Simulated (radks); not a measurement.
The numbers below are computed, except where a source is named.
All-electron atom: Tl80+ in 1s1.

Level of theory: Dirac Kohn-Sham, PBE, spin-unpolarised, spherical densities, point nucleus (a radial shooting solver on a logarithmic mesh with Libxc functionals).

Energy parts (hartree):
part                      energy
total                 -3626.6823
kinetic                4497.0328
electron-nucleus      -8128.6940
Hartree                  29.5150
exchange-correlation    -24.5361

Orbitals (lengths in bohr, moments of r in powers of bohr; r(max) is where P^2 peaks):
| orbital | occ. | eigenvalue (hartree) | r(max) | <r^2> | small-component weight |
|---|---|---|---|---|---|
| 1s1/2 | 1 | -3603.474 | 0.009961 | 0.0003608 | 9.66e-02 |
| 2s1/2 | 0 | -916.6365 | 0.05602 | 0.004922 | 2.46e-02 |
| 2p1/2 | 0 | -914.1688 | 0.04037 | 0.003354 | 2.45e-02 |
| 2p3/2 | 0 | -823.7594 | 0.04746 | 0.004333 | 2.21e-02 |

The highest occupied level is 1s1/2 at -98056 eV. The density falls to 0.001 e/bohr^3 at r = 0.11 bohr. Summed over all electrons, <r^2> = 0.0003608 bohr^2, which gives a Langevin (diamagnetic) susceptibility term of -0.000286 x 10^-6 cm^3/mol. For comparison, the ionisation energy in NIST's Atomic Spectra Database is 98592.1 eV (theoretical). In exact Kohn-Sham theory the highest level is minus the ionisation energy, but local and semilocal functionals leave it too shallow, through self-interaction and a potential that decays too fast; potentials with the right tail come closer.

Beside tabulated values, note that spin-unpolarised runs miss the spin-polarisation part of the exchange energy of open shells.
